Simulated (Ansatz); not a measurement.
Gas-phase electronic energies from Ansatz, PBE0-D4/def2-TZVP geometries. CCSD(T)/CBS is the MP2 limit (def2-TZVPP, def2-QZVPP) plus CCSD(T) − MP2 in def2-TZVPP, frozen cores. This one scheme is used for every species. DFT in def2-TZVPP. HSE06 is defined as in plane-wave codes. Each species was taken in one conformer, which may not be the lowest.

Reaction (ligand exchange at a B–O bond): `CCBO[SiH3]` + H₂S → `CCBS` + silanol

| level | ΔE (kJ/mol) |
| --- | --- |
| PBE0-D4 | 38.6 |
| HSE06-D4 | 38.5 |
| ωB97X-V | 46.8 |
| MP2/CBS(def2) | 40.4 |

Q: What does CCSD(T)/CBS give? (An estimate is asked.)

A: Computed: +44.8 kJ/mol. The listed levels differ from it by -6.2, -6.3, 2.0, -4.4 kJ/mol.

Largest T1 diagnostic among the species: 0.012.

Leaving LDA and LC-ωPBE aside and taking each functional with its dispersion term where it has one, the values, not all of them listed here, spread over 20.5 kJ/mol, from revPBE-D4 to BHLYP-D4. LDA lies +4.5 kJ/mol from PBE without D4. At CCSD(T), def2-SVP lies +12.3 kJ/mol from the extrapolated value and def2-TZVPP +1.5 kJ/mol. From BLYP to BHLYP (50 % exact exchange), in def2-TZVPP and without D4, ΔE moves by +8.0 kJ/mol.
